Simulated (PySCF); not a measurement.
How methods differ on the excitation energy of Be

Be [He] 2s2 (1S) → Be [He] 2s1 3s1 (3S), as a difference of total energies. Computed with PySCF 2.14 in dyall-acv3z (15s9p4d2f, 76 functions), with no relativity, point nucleus. Correlated levels: valence: 1s2 frozen; valence and next inner shell: nothing frozen; virtual orbitals above 40 to 60 times the deepest correlated orbital energy dropped. The calculations carry no spin-orbit coupling.

```tsv
method	excitation energy (eV)	error (eV)
UHF	5.323	-1.134
LDA	6.061	-0.396
PBE	6.008	-0.449
PBE0	6.012	-0.445
r2SCAN	5.948	-0.509
B3LYP	6.193	-0.264
CAM-B3LYP	6.276	-0.181
wB97M-V	6.135	-0.322
PW91	6.047	-0.410
MP2 (valence)	6.063	-0.394
SCS-MP2 (valence)	6.258	-0.199
MP2 (valence and next inner shell)	6.091	-0.366
SCS-MP2 (valence and next inner shell)	6.282	-0.175
```

Reference: 6.457 eV (measured; NIST levels).

Errors of the correlated levels include the incompleteness of this basis and the frozen core.
